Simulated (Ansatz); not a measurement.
The same molecule with X = F, Cl, Br. Ansatz, PBE0-D4/def2-TZVP geometries, multiplicity 1. Each molecule was computed in one conformer, which needn't be the lowest.

Elements past krypton have def2 core potentials. Scalar relativity is left out up to krypton.

| X | molecule | mean X–Sn bond length / Å | size of the dipole moment (PBE/def2-TZVPP) / D | HOMO–LUMO gap (ωB97M-V/def2-TZVPP) / eV | HOMO energy (PBE0/def2-TZVPP) / eV |
| --- | --- | --- | --- | --- | --- |
| Cl | `[OH][SnH2][Cl]` | 2.330 | 1.80 | 11.91 | -8.73 |
| Br | `[OH][SnH2][Br]` | 2.480 | 1.62 | 11.29 | -8.34 |

Problem. Give the row for X = F, `[OH][SnH2][F]`. (Best estimate.)

Solution. Ansatz gave: 
```
X         molecule  mean X–Sn bond length / Å  size of the dipole moment (PBE/def2-TZVPP) / D  HOMO–LUMO gap (ωB97M-V/def2-TZVPP) / eV  HOMO energy (PBE0/def2-TZVPP) / eV
F  `[OH][SnH2][F]`                      1.922                                            2.22                                    12.36                               -8.97
```

From F to Br the mean X–Sn bond length rises at each step, by 0.558 Å in all; the HOMO–LUMO gap (ωB97M-V/def2-TZVPP) falls at each step, by 1.07 eV in all; the HOMO energy (PBE0/def2-TZVPP) rises at each step, by 0.63 eV in all. Bonds lengthen as the atom grows down the group. Dipoles are sizes alone, and their direction can turn along the series.

Spin–orbit coupling is left out; it splits and shifts lone-pair levels of the heavy atoms by tenths of an eV.
